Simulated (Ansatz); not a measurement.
Reaction (ligand exchange at a Ti–O bond): `[F][Ti]([F])([F])[O][SiH3]` + `N=C=O` → `O=C=[N][Ti]([F])([F])[F]` + `O[SiH3]`

Isolated molecules relaxed with PBE0-D4/def2-TZVP in Ansatz; ΔE leaves out vibrations. CCSD(T)/CBS is the MP2 limit (def2-TZVPP, def2-QZVPP) plus CCSD(T) − MP2 in def2-TZVPP, frozen cores. This one scheme is used for every species. For Ti outer-core shells are correlated without core-valence functions, which leaves a few kJ/mol of doubt a bond. Scalar relativity is left out up to krypton. Each species was taken in one conformer, which may not be the lowest.

`[F][Ti]([F])([F])[O][SiH3]`:

```xyz
9

F    -2.184   -1.716    0.357
Ti   -1.591   -0.078    0.521
F    -2.570    0.999   -0.450
F    -1.672    0.410    2.199
O     0.079   -0.004   -0.028
Si    1.649    0.079   -0.540
H     2.492    0.522    0.596
H     1.730    1.054   -1.654
H     2.066   -1.267   -1.000
```

`N=C=O`:

```xyz
4

N    -0.668    0.290   -0.237
C     0.312   -0.380   -0.010
O     1.194   -1.122    0.125
H    -0.838    1.212    0.123
```

`O=C=[N][Ti]([F])([F])[F]`:

Cartesian coordinates in Å:
```
O -2.295 -2.150 -0.384
C -1.452 -1.366 -0.248
N -0.576 -0.552 -0.108
Ti 0.766 0.719 0.129
F 1.466 0.539 1.713
F 0.091 2.316 -0.025
F 2.001 0.495 -1.077
```

`O[SiH3]`:

Cartesian coordinates in Å:
```
O -0.069 0.021 -1.280
Si -0.028 -0.168 0.357
H 0.162 0.879 -1.637
H 1.333 0.080 0.905
H -0.426 -1.571 0.613
H -0.972 0.758 1.041
```

| species | CCSD(T)/def2-SVP energy (Eh) |
| --- | --- |
| `[F][Ti]([F])([F])[O][SiH3]` | -1513.26547 |
| `N=C=O` | -168.12064 |
| `O=C=[N][Ti]([F])([F])[F]` | -1315.03751 |
| `O[SiH3]` | -366.33040 |

Q: Work out ΔE.

A: ΔE = (-1315.03751) + (-366.33040) − (-1513.26547) − (-168.12064) = 0.01820 Eh = +11.4 kcal/mol. CCSD(T)/CBS gives +8.4 kcal/mol.

Largest T1 diagnostic among the species: 0.023, so the coupled-cluster value is less sure than usual.

In def2-TZVPP, CCSD(T) changes the Hartree–Fock value by +0.9 kcal/mol (the triples alone add −0.2 kcal/mol) and MP2 by +0.7 kcal/mol. At CCSD(T), def2-SVP lies +3.0 kcal/mol from the extrapolated value and def2-TZVPP +0.4 kcal/mol. Leaving LDA and LC-ωPBE aside and taking each functional with its dispersion term where it has one, the values, not all of them listed here, spread over 1.9 kcal/mol, from B97M-V to CAM-B3LYP-D4.
